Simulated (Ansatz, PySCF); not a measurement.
Dimer: AlH3O2 (SMILES [OH][AlH][OH]) (first 6 atoms) with H2O (SMILES O); geometry from B3LYP-D3(BJ)/def2-TZVP.
(charge 0, multiplicity 1):
```xyz
9

O     -0.05098     0.60305     1.52220
Al    -0.03541    -0.51320     0.25434
O     -0.06332     0.06476    -1.34272
H     -0.03829     0.38352     2.46482
H      0.00454    -2.06806     0.44492
H     -0.08781     0.99953    -1.55344
O     -0.01867     0.10952     4.34011
H      0.75051     0.51458     4.75544
H     -0.78630     0.50547     4.76686
```

Basis-set superposition error: the interaction energy with monomers in their own basis, and in the dimer's basis (counterpoise).

Run with Ansatz (a program for electronic structure); PySCF for 6-31G* rows. Values without a source in brackets are computed.

```
level                  uncorrected (kcal/mol)  counterpoise (kcal/mol)  difference
---------------------  ----------------------  -----------------------  ----------
SVWN5/def2-TZVPPD                       -8.47                    -8.38        0.09
BLYP/def2-TZVPPD                        -4.14                    -4.07        0.07
r2SCAN/def2-TZVPPD                      -5.50                    -5.45        0.06
B3LYP/6-31G*                            -8.18                    -6.32        1.86
B3LYP/def2-TZVPPD                       -4.66                    -4.60        0.06
CAM-B3LYP/def2-TZVPPD                   -5.42                    -5.36        0.06
wB97X-V/def2-TZVPPD                     -5.31                    -5.26        0.06
MP2/6-31G*                              -7.99                    -5.80        2.19
MP2/aug-cc-pV(D+d)Z                     -5.69                    -4.64        1.04
CCSD/aug-cc-pV(D+d)Z                    -5.38                    -4.36        1.01
```

The error is largest for MP2/6-31G* (2.19 kcal/mol) and smallest for wB97X-V/def2-TZVPPD (0.06 kcal/mol).
